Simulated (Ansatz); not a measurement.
A calculation with Ansatz (development build ahead of 0.2.0).

```yaml
crystal:
  periodic: [false, false, false]
  atoms:
    - { symbol: H, position_ang: [1.275, 0.0, 0.0] }
    - { symbol: H, position_ang: [0.0, 1.275, 0.0] }
    - { symbol: H, position_ang: [-1.275, 0.0, 0.0] }
    - { symbol: H, position_ang: [0.0, -1.275, 0.0] }
basis:
  gaussian: { orbitals: pcseg-2 }
hamiltonian:
  xc: hf
```

The input is written out in the form of the current development build from the run's settings.

Output:

```yaml
Converged: yes
Total_energy: -1.85587 hartree
Spin_squared_of_the_determinant: 0.000
Stability_test: minimum among restricted orbitals
```

Caution: stretched shape with no unrestricted run beside it, a lower state can exist.
